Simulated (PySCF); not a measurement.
Phenylvinylnitrile, C₉H₇N.
Structure used (PBE0-D3(BJ)/def2-SVP), in Å, numbered top down from 1:
```
atom  x, y, z in Å
N1     2.6432    0.7740   -2.8348
C2     2.6777    0.6185   -1.6843
C3     2.7690    0.4364   -0.2774
C4     1.7566    0.1315    0.5645
C5     0.3368   -0.0886    0.3122
C6    -0.2585   -0.0447   -0.9622
C7    -1.6226   -0.2651   -1.1088
C8    -2.4218   -0.5335    0.0033
C9    -1.8470   -0.5821    1.2720
C10   -0.4826   -0.3625    1.4220
H11    3.7742    0.5614    0.1349
H12    2.0435    0.0348    1.6166
H13    0.3447    0.1631   -1.8462
H14   -2.0683   -0.2269   -2.1055
H15   -3.4937   -0.7057   -0.1206
H16   -2.4645   -0.7928    2.1481
H17   -0.0326   -0.4017    2.4178
```

Definitions: NICS(0) = −σiso at the ring centroid; NICS(1) = −σiso and NICS(1)zz = −σzz at ±1 Å along the ring normal z. Level: GIAO PBE0/pcSseg-1 (PySCF, non-relativistic, gas phase) on the PBE0-D3(BJ)/def2-SVP geometry, one conformer.

Ring bond lengths (Å), with Mayer bond orders in brackets: C5–C6 1.407 (1.35), C6–C7 1.390 (1.48), C7–C8 1.396 (1.41), C8–C9 1.394 (1.42), C9–C10 1.390 (1.45), C10–C5 1.407 (1.35).

Give the NICS values of each ring in ppm.

```json
{"ring": "C5–C6–C7–C8–C9–C10", "type": "6-membered carbocycle; formal bonds all aromatic", "NICS(0)": "-8.0", "NICS(1), two faces": "-10.9 / -10.9", "NICS(1)zz, two faces": "-27.0 / -26.9", "rms pucker (Å)": "0.00", "centre to ring atoms, mean (Å)": "1.40"}
```

What can be read from them?

- C5–C6–C7–C8–C9–C10: mean NICS(1)zz -27.0 ppm, shielded, aromatic by this magnetic criterion (flat ring, no four-coordinate atom).

And the bond-length index? Use HOMA with the parameters of Krygowski (1993).

- C5–C6–C7–C8–C9–C10: HOMA 0.97 = 1 − EN − GEO, with mean bond length 1.397 Å, EN = α(Ropt − mean)² = 0.021 and GEO = α × variance = 0.013. The geometric and the magnetic index point the same way.

What is the mean of the two in-plane components of NICS at the first NICS(1) probe listed for ring C5–C6–C7–C8–C9–C10, 1 Å off the ring?

The isotropic value is a third of the trace: (3 × -10.9 − (-27.0))/2 = -2.9 ppm.

List the ring angles and the Hirshfeld charges of the ring atoms.

- C5–C6–C7–C8–C9–C10: C5 118.3° (-0.005 e), C6 120.4° (-0.038 e), C7 120.6° (-0.040 e), C8 119.7° (-0.036 e), C9 119.8° (-0.046 e), C10 121.2° (-0.040 e); sum 720.0° against 720° for a flat convex ring.

How shielded are the nuclei of the rings and their hydrogens (means over atoms taken as equivalent)?

```csv
atoms,environment,σ isotropic (ppm),"principal values of the symmetric part, first atom (ppm)"
C5,substituted aromatic carbon,46.2,"-47.3, 12.2, 173.6"
C6 (×2),aromatic CH carbon,48.1,"-51.8, 23.7, 180.6"
C7 (×2),aromatic CH carbon,50.0,"-62.1, 34.6, 176.2"
C8,aromatic CH carbon,46.5,"-63.9, 28.1, 175.4"
H13 (×2),aromatic hydrogen,22.98,"16.2, 21.5, 28.3"
H14 (×2),aromatic hydrogen,23.67,"20.1, 23.9, 26.8"
H15,aromatic hydrogen,23.69,"20.6, 24.1, 26.4"
```

How do the values depend on the level or the medium?

```
                 level  NICS(0), C5–C6–C7–C8–C9–C10  mean NICS(1)zz, C5–C6–C7–C8–C9–C10
    PBE0/pcSseg-1, gas                         -8.0                               -27.0
mPW1PW91/pcSseg-1, gas                         -8.1                               -27.0
```

The geometry is the same throughout.
